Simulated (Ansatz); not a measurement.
Input file for Ansatz (a quantum-chemistry and plane-wave program): R-CCSD(T)/cc-pV(D+d)Z on H2OSSi (SMILES O[Si]S), a point of a torsion scan. Files ending in .json are basis or fitting sets from the Basis Set Exchange.

Ansatz 0.2 input:
```yaml
crystal:
  periodic: [false, false, false]
  atoms:
    - {symbol: O, position_ang: [-1.09465322, 0.30206896, -0.06329497]}
    - {symbol: Si, position_ang: [-0.13337758, -0.87752746, -0.68077840]}
    - {symbol: S, position_ang: [1.52824507, -0.55514436, 0.68891020]}
    - {symbol: H, position_ang: [-1.96325539, 0.50520700, -0.39583654]}
    - {symbol: H, position_ang: [0.96265573, 0.43731909, 1.36020051]}
basis:
  gaussian:
    orbitals: cc-pV_D+d_Z.json
magnetization: {spin_polarized: false}
correlation: {method: ccsd_t, electrons: outside_noble_gas}
scf: {lower_state_search: off}
```

It printed:

```
WARN ansatz: RAYON_NUM_THREADS=1 ignored (pool sized by the plan → 1); use --threads N
Functional definition: HF
these checks for a lower state are left out or cut short: stability, starts, cluster_reference, orbital_swaps, neighbouring_geometries, increment
integrals: 0.05 GiB planned
704 factors; integrals over basis functions are off by at most 1.0e-3 eV
mean field: 0.15 GiB planned
mean field evaluation 1: about -20747.4550 eV, gradient 3.3e1 eV
mean field evaluation 2: about -20747.4874 eV, gradient 3.3e1 eV
mean field evaluation 4: about -20749.8409 eV, gradient 2.6e0 eV
mean field evaluation 8: about -20749.8834 eV, gradient 2.3e-1 eV
mean field -20749.88392174 eV, -762.5441693476 hartree, gradient 1.0e-6 eV, S^2 0.000000; 0 other end points of the search recorded, 0 dependent functions left out
11 core orbitals not correlated
reference -20749.88392174 eV, -762.5441693476 hartree; 9, 9 occupied and 50, 50 virtual orbitals, 704 factors
second order -10.96708533 eV of doubles, -0.00000000 eV of singles
coupled cluster: 0.13 GiB planned
cycle   1  -11.45505466 eV  change   -4.9e-1 eV  update   9.4e-2
cycle   2  -11.78887573 eV  change   -3.3e-1 eV  update   3.1e-2
cycle   3  -11.87944775 eV  change   -9.1e-2 eV  update   1.8e-2
cycle   4  -11.87358613 eV  change    5.9e-3 eV  update   4.2e-3
cycle   5  -11.87178042 eV  change    1.8e-3 eV  update   1.7e-3
cycle   6  -11.87189641 eV  change   -1.2e-4 eV  update   5.9e-4
cycle   7  -11.87159059 eV  change    3.1e-4 eV  update   1.8e-4
cycle   8  -11.87160141 eV  change   -1.1e-5 eV  update   7.1e-5
cycle   9  -11.87162337 eV  change   -2.2e-5 eV  update   2.6e-5
cycle  10  -11.87161202 eV  change    1.1e-5 eV  update   1.1e-5
perturbative correction -0.34059097 eV, -0.0125164874 hartree
Total energy: -20762.09612473 eV, -762.9929595297 hartree
Checks for a lower state left out: stability, starts, cluster_reference, orbital_swaps, neighbouring_geometries, increment
```

The calculation finished and met its thresholds.

Cost: about 2.5 core-seconds (a rough figure).
